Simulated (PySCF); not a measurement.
## Gas-phase XPS of (MgS)3 ring, computed

Compound: (MgS)3 ring, Mg₃S₃.
Structure used (PBE0-D3(BJ)/def2-SVP), in Å, numbered top down from 1:
```
atom  x, y, z in Å
Mg1   -1.041    1.149    1.029
S2    -0.575   -0.619    2.427
Mg3    0.614   -1.610    0.728
S4     1.436   -1.585   -1.419
Mg5    0.421    0.453   -1.760
S6    -0.857    2.212   -1.005
```

The calculation used delta-SCF UKS SCAN, pcX-2 on the ionised atom, pcseg-1 elsewhere, spin-free X2C in PySCF. Each binding energy is the total energy of the core-ionised species, with the hole localised on one atom, minus that of the ground state; both are solved self-consistently, so orbital relaxation is included.

**Question.** What binding energy does each computed site have?

**Answer.** 
| atom(s) | environment | level | binding energy (eV) | 2p1/2 (eV) | count |
| --- | --- | --- | --- | --- | --- |
| Mg1/Mg3/Mg5 | magnesium bonded to 2 S | Mg 1s | 1311.36 | – | 3 |
| S2/S4/S6 | sulfur bonded to 2 Mg | S 2p3/2 | 167.12 | 168.35 | 3 |
| S2/S4/S6 | sulfur bonded to 2 Mg | S 1s | 2474.84 | – | 3 |

**Question.** Which effective nuclear charge Zeff reproduces each element's mean 1s value in the hydrogen-like formula E = 13.606 eV × Zeff²?

**Answer.** Mg (Z = 12): mean 1311.4 eV, Zeff = 9.82, Z − Zeff = 2.18; S (Z = 16): mean 2474.8 eV, Zeff = 13.49, Z − Zeff = 2.51. Means run over the listed sites, weighted by atom count.

**Question.** Which photon energy gives electrons from Mg 1s of Mg1/Mg3/Mg5 a kinetic energy of 50 eV, and what is their de Broglie wavelength?

**Answer.** hν = 1311.36 + 50 = 1361.36 eV, recoil neglected; λ = 12.264 Å/√(E/eV) = 1.73 Å.

The first atom of each set that the bonding makes equivalent was ionised and stands for the set. For 2p shells one spin-free hole was relaxed; a mean-field spin–orbit operator and the ground-state splitting of the three 2p orbitals were then diagonalised within the shell. The shell's mean is (2 × 2p3/2 + 2p1/2)/3, and the degeneracies 2j + 1 give areas of 2:1. 2p1/2 minus 2p3/2 (ligand field included): S 1.23 eV. The structure is a single PBE0-D3(BJ)/def2-SVP conformer in the gas phase; no vibrational or solvent corrections.

Time: 11 s of wall time. Hardware: an Arm Neoverse V1 with one thread (shared host).
